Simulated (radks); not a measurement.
Results of a calculation; reference values are marked as such.
The fluorine ion F+, configuration [He] 2s2 2p2 3p2 (not the ground configuration).

Code: a radial shooting solver on a logarithmic mesh with Libxc functionals. Model: scalar-relativistic Kohn-Sham, LDA (Slater exchange, Perdew-Wang correlation), spin-unpolarised, spherical densities, point nucleus.

Energy parts (hartree):
part                      energy
total                  -95.99184
kinetic                 95.81974
electron-nucleus      -219.80710
Hartree                 36.16861
exchange-correlation    -8.17309

Orbitals (lengths in bohr, moments of r in powers of bohr):
| orbital | occ. | eigenvalue (hartree) | <r> | <r^4> | <r^2> |
|---|---|---|---|---|---|
| 1s | 2 | -26.30306 | 0.1770 | 0.004652 | 0.04226 |
| 2s | 2 | -2.61548 | 0.8892 | 1.596 | 0.9395 |
| 2p | 2 | -1.95408 | 0.8417 | 1.667 | 0.8834 |
| 3s | 0 | -0.47588 | 2.868 | 138.4 | 9.409 |
| 3p | 2 | -0.34395 | 3.206 | 228.4 | 11.88 |
| 3d | 0 | -0.18261 | 3.863 | 559.7 | 17.66 |

The highest occupied level is 3p at -9.359 eV. The configuration is held as typed, so some empty levels lie below it. Summed over all electrons, <r^2> = 27.50 bohr^2, which gives a Langevin (diamagnetic) susceptibility term of -21.8 x 10^-6 cm^3/mol.
